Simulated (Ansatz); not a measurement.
These are PBE0-D3(BJ)/def2-TZVP run with Ansatz (an electronic-structure program) values and carry that method's errors. No frequencies were computed at this level.

Ansatz 0.2 input:
```yaml
crystal:
  periodic: [false, false, false]
  atoms:
    - { symbol: F, position_ang: [-0.689466, 2.471263, -0.519638] }
    - { symbol: C, position_ang: [-0.283234, 1.212932, -0.254086] }
    - { symbol: C, position_ang: [1.009329, 0.883997, -0.164024] }
    - { symbol: C, position_ang: [1.245785, -0.520826, 0.128667] }
    - { symbol: C, position_ang: [0.168658, -1.305458, 0.2711] }
    - { symbol: Si, position_ang: [-1.404896, -0.296112, 0.036378] }
    - { symbol: H, position_ang: [1.829439, 1.57343, -0.291374] }
    - { symbol: H, position_ang: [2.264237, -0.871509, 0.218426] }
    - { symbol: H, position_ang: [0.255115, -2.356596, 0.488526] }
    - { symbol: H, position_ang: [-2.218334, -0.149442, 1.241154] }
    - { symbol: H, position_ang: [-2.176633, -0.64168, -1.155127] }
basis:
  gaussian: { orbitals: def2-tzvp }
hamiltonian:
  xc: pbe0
  dispersion: d3bj
relax:
  max_steps: 150
```

Output:

```
Functional definition: PBE0
1364 factors; their error is unknown
mean field evaluation 1: about -14805.6763 eV, gradient 6.0e1 eV
mean field evaluation 2: about -14797.4536 eV, gradient 7.9e1 eV
mean field evaluation 4: about -14814.2190 eV, gradient 7.3e0 eV
mean field evaluation 8: about -14814.3254 eV, gradient 1.5e-1 eV
mean field evaluation 16: about -14814.3670 eV, gradient 6.2e-4 eV
mean field -14814.36697493 eV, -544.4179447900 hartree, gradient 3.2e-5 eV, S^2 0.000000; 0 other end points of the search recorded, 0 dependent functions left out
reference -14814.36700637 eV, -544.4179459453 hartree; 26, 26 occupied and 196, 196 virtual orbitals, 1364 factors
relax step   1: F+E_penalty+E_count = -14814.60954095 eV  Δ(F+E_penalty+E_count) = +0.000e0 eV  max|allowed force component| = 1.639e0 eV/Å  Δτ_max = 0.0000 Å  (33 SCF iters, accepted)
these checks for a lower state are left out or cut short: starts, cluster_reference, orbital_swaps, neighbouring_geometries, increment
1364 factors; their error is unknown
mean field -14814.43098756 eV, -544.4202972110 hartree, gradient 1.3e-5 eV, S^2 0.000000; 0 other end points of the search recorded, 0 dependent functions left out
reference -14814.43101890 eV, -544.4202983624 hartree; 26, 26 occupied and 196, 196 virtual orbitals, 1364 factors
relax step   2: F+E_penalty+E_count = -14814.67291743 eV  Δ(F+E_penalty+E_count) = -6.338e-2 eV  max|allowed force component| = 5.543e-1 eV/Å  Δτ_max = 0.0399 Å  (34 SCF iters, accepted)
these checks for a lower state are left out or cut short: starts, cluster_reference, orbital_swaps, neighbouring_geometries, increment
1364 factors; their error is unknown
mean field evaluation 32: about -14814.4373 eV, gradient 4.8e-1 eV
mean field -14814.43765180 eV, -544.4205421173 hartree, gradient 1.3e-5 eV, S^2 0.000000; 0 other end points of the search recorded, 0 dependent functions left out
reference -14814.43768312 eV, -544.4205432682 hartree; 26, 26 occupied and 196, 196 virtual orbitals, 1364 factors
relax step   3: F+E_penalty+E_count = -14814.67949492 eV  Δ(F+E_penalty+E_count) = -6.577e-3 eV  max|allowed force component| = 6.459e-2 eV/Å  Δτ_max = 0.0154 Å  (35 SCF iters, accepted)
these checks for a lower state are left out or cut short: starts, cluster_reference, orbital_swaps, neighbouring_geometries, increment
1364 factors; their error is unknown
mean field -14814.43774112 eV, -544.4205453996 hartree, gradient 1.3e-5 eV, S^2 0.000000; 0 other end points of the search recorded, 0 dependent functions left out
reference -14814.43777243 eV, -544.4205465502 hartree; 26, 26 occupied and 196, 196 virtual orbitals, 1364 factors
relax step   4: F+E_penalty+E_count = -14814.67962454 eV  Δ(F+E_penalty+E_count) = -1.296e-4 eV  max|allowed force component| = 1.431e-2 eV/Å  Δτ_max = 0.0024 Å  (36 SCF iters, accepted)
these checks for a lower state are left out or cut short: starts, cluster_reference, orbital_swaps, neighbouring_geometries, increment
1364 factors; their error is unknown
mean field -14814.43775491 eV, -544.4205459064 hartree, gradient 1.3e-5 eV, S^2 0.000000; 0 other end points of the search recorded, 0 dependent functions left out
reference -14814.43778622 eV, -544.4205470571 hartree; 26, 26 occupied and 196, 196 virtual orbitals, 1364 factors
relax step   5: F+E_penalty+E_count = -14814.67963778 eV  Δ(F+E_penalty+E_count) = -1.324e-5 eV  max|allowed force component| = 6.781e-3 eV/Å  Δτ_max = 0.0009 Å  (36 SCF iters, accepted)
1364 factors; their error is unknown
mean field evaluation 64: about -14814.3060 eV, gradient 6.8e0 eV
mean field -14814.43775491 eV, -544.4205459064 hartree, gradient 1.3e-5 eV, S^2 0.000000; 1 other end points of the search recorded, 0 dependent functions left out
reference -14814.43778622 eV, -544.4205470571 hartree; 26, 26 occupied and 196, 196 virtual orbitals, 1364 factors
Total energy: -14814.67966909 eV, -544.4294360885 hartree
Atom 0 at    -0.691582     2.484284    -0.522349 Å, force    -0.002798     0.001937    -0.000447 eV/Å
Atom 1 at    -0.285938     1.240453    -0.259786 Å, force     0.006781    -0.003245     0.000785 eV/Å
Atom 2 at     1.001824     0.896228    -0.166667 Å, force    -0.003034     0.000743    -0.000205 eV/Å
Atom 3 at     1.230056    -0.528806     0.130032 Å, force    -0.000163    -0.000098     0.000017 eV/Å
Atom 4 at     0.163773    -1.333688     0.276814 Å, force    -0.002882    -0.000571     0.000067 eV/Å
Atom 5 at    -1.350067    -0.287436     0.035550 Å, force    -0.001878     0.001816    -0.000406 eV/Å
Atom 6 at     1.822839     1.593314    -0.295573 Å, force     0.000656    -0.000817     0.000179 eV/Å
Atom 7 at     2.253551    -0.883459     0.220695 Å, force    -0.000449     0.000177    -0.000044 eV/Å
Atom 8 at     0.260892    -2.388384     0.495157 Å, force     0.003404    -0.000028     0.000065 eV/Å
Atom 9 at    -2.223322    -0.152515     1.229612 Å, force     0.000180     0.000057     0.000060 eV/Å
Atom 10 at    -2.182024    -0.639991    -1.143482 Å, force     0.000182     0.000030    -0.000071 eV/Å
Dipole moment:     0.170401    -0.246082     0.053515 e Å
```

Cost: roughly 80 core-seconds.
